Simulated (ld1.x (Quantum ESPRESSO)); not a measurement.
Reading a pseudo-wave (P)

Columns: radius, all-electron u(r) and pseudo u(r) of the 3p shell (level -24.40 eV) of phosphorus in the configuration [Ne] 3s2 3p1; LDA (PZ), scalar-relativistic, PAW scheme, ld1.x (Quantum ESPRESSO) 7.5.

```tsv
r (bohr)	all-electron	pseudo
0.080	0.1192	-0.0057
0.160	0.2727	-0.0225
0.240	0.3539	-0.0499
0.320	0.3583	-0.0866
0.400	0.3054	-0.1314
0.480	0.2162	-0.1825
0.560	0.1072	-0.2382
0.640	-0.0096	-0.2966
0.720	-0.1260	-0.3560
0.800	-0.2369	-0.4148
0.880	-0.3388	-0.4715
0.960	-0.4299	-0.5249
1.040	-0.5093	-0.5741
1.120	-0.5770	-0.6184
1.200	-0.6331	-0.6574
1.280	-0.6782	-0.6908
1.360	-0.7130	-0.7183
1.440	-0.7382	-0.7398
1.520	-0.7550	-0.7551
1.600	-0.7640	-0.7640
1.680	-0.7662	-0.7662
1.760	-0.7625	-0.7625
1.840	-0.7538	-0.7538
1.920	-0.7407	-0.7407
2.000	-0.7241	-0.7241
2.080	-0.7045	-0.7045
```

Task: How many radial nodes do the two functions have?

Result: The all-electron 3p function has n − l − 1 = 1; the pseudo-wave has 0, since the states of the same l below it are removed with the core.

Task: At about which radius was the pseudo-wave matched?

Result: 1.60 bohr, where the columns begin to agree (steps of 0.08 bohr).

Task: Where does each function peak?

Result: Outermost all-electron maximum near 1.68 bohr, pseudo maximum near 1.68 bohr (to the table’s step).

Task: Is the pseudo-wave norm-conserving?

Result: No, it belongs to a PAW set: the norm inside the radius is not constrained, and the difference is carried by the augmentation charge.
